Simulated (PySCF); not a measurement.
C₂H₂F₂, SMILES C(=C\F)/F. Atoms are numbered in the order given.

```xyz
6

F      0.1268    -1.7698     0.0000
C     -0.3959    -0.5364     0.0000
C      0.3959     0.5364     0.0000
F     -0.1268     1.7698     0.0000
H     -1.4875    -0.5009     0.0000
H      1.4875     0.5009     0.0000
```
Charge 0, spin multiplicity 1.

The structure is a stationary point at TPSSh-D3(BJ)/def2-SVP.

Two levels are set side by side: PBE/pcJ-1 (PySCF) and B3LYP/pcJ-1 (PySCF). One-bond couplings, all four terms, same geometry. Isotopes: 13C, 19F, 1H. Differences are taken from unrounded values.

| quantity | B3LYP |
|---|---|
| ¹J(F1,C2) (Hz) | -330.7 |
| ¹J(C2,C3) (Hz) | 122.8 |
| ¹J(C3,F4) (Hz) | -330.8 |
| ¹J(C2,H5) (Hz) | 209.3 |
| ¹J(C3,H6) (Hz) | 209.3 |

### Question
What does PBE give, and how far is it from B3LYP? (The exact figures need the calculation; the answer reports its results.)

### Answer

| quantity | PBE | PBE minus B3LYP |
|---|---|---|
| ¹J(F1,C2) (Hz) | -351.9 | -21.3 |
| ¹J(C2,C3) (Hz) | 111.0 | -11.8 |
| ¹J(C3,F4) (Hz) | -351.9 | -21.1 |
| ¹J(C2,H5) (Hz) | 190.2 | -19.1 |
| ¹J(C3,H6) (Hz) | 190.2 | -19.1 |

Rough cost on one machine, each run with all the roots and properties that it gave: B3LYP against PBE about 2 times.
